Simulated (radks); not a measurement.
The holmium ion Ho+, 66 electrons, occupied as [Xe] 4f11 6s1.

Calculated with a radial shooting solver on a logarithmic mesh with Libxc functionals: scalar-relativistic Kohn-Sham, LDA (Slater exchange, VWN5 correlation), spin-polarised, spherical densities, point nucleus; open shells are filled with parallel spins first (spin-orbit coupling, left out, can overturn this in heavy ions); hard spherical wall at 4 bohr.

Energy parts (eV):
| part | energy |
|---|---|
| total | -343074.76 |
| kinetic | 371038.10 |
| electron-nucleus | -840903.16 |
| Hartree | 133928.57 |
| exchange-correlation | -7138.27 |

Orbitals (lengths in bohr, moments of r in powers of bohr; r(90%) holds 90 % of the orbital's charge):
orbital  occ.  eigenvalue (eV)   <1/r>  r(90%)
1s up       1        -55452.64   76.01  0.0376
1s down     1        -55452.61   76.01  0.0376
2s up       1        -9278.336   17.68   0.136
2s down     1        -9278.261   17.68   0.136
2p up       3        -8223.238   16.38   0.127
2p down     3        -8223.178   16.38   0.127
3s up       1        -2074.092   6.508   0.337
3s down     1        -2072.829   6.511   0.337
3p up       3        -1751.708   6.092   0.343
3p down     3        -1750.452   6.095   0.343
3d up       5        -1341.780   5.779   0.324
3d down     5        -1340.797   5.782   0.323
4s up       1        -412.1464   2.751   0.746
4s down     1        -409.5462   2.751   0.746
4p up       3        -305.9997   2.519   0.801
4p down     3        -303.4346   2.519   0.802
4d up       5        -162.6368   2.223   0.898
4d down     5        -160.1225   2.221   0.899
4f up       7          -7.0076   1.609    1.47
4f down     4          -4.7788   1.591    1.51
5s up       1         -54.2159   1.038    1.85
5s down     1         -52.8352   1.032    1.86
5p up       3         -29.7378  0.8604    2.23
5p down     3         -28.5757  0.8560    2.24
5d up       0          -2.1556  0.6011    2.91
5d down     0          -1.0826  0.6022    2.91
6s up       1           0.6684  0.5309    3.24
6s down     0           2.0248  0.5326    3.24
6p up       0          10.7671  0.5502    3.32
6p down     0          12.1575  0.5500    3.33
7s up       0          50.4528  0.6180    3.50
7s down     0          51.6066  0.6184    3.50

The highest occupied level is 6s up at 0.668 eV. The configuration is held as typed, so some empty levels lie below it. The pressure on the wall is 72.9 GPa. Summed over all electrons, <r^2> = 44.02 bohr^2, which gives a Langevin (diamagnetic) susceptibility term of -34.9 x 10^-6 cm^3/mol.
